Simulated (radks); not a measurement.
Calculated with a radial shooting solver on a logarithmic mesh with Libxc functionals: Dirac Kohn-Sham, BLYP, spin-unpolarised, spherical densities, point nucleus; open shells fill j = l - 1/2 first. Each species is in its NIST ground configuration. Rank As4+, Ge4+, Cr4+, Co4+, V4+, Zn4+, Cu4+, Ni4+, Mn4+, Sc4+, Ti4+, Br4+, Kr4+, Se4+, Ca4+, K4+, Fe4+, Ga4+ by radius at which the density is 0.001 e/bohr^3 (bohr), largest first.

Answer. Kr4+ 3.05, Br4+ 3.04, Se4+ 2.94, As4+ 2.84, K4+ 2.73, Ca4+ 2.66, Sc4+ 2.60, V4+ 2.55, Cr4+ 2.55, Mn4+ 2.54, Ti4+ 2.53, Fe4+ 2.52, Co4+ 2.50, Ni4+ 2.47, Cu4+ 2.45, Zn4+ 2.42, Ga4+ 2.39, Ge4+ 2.36.
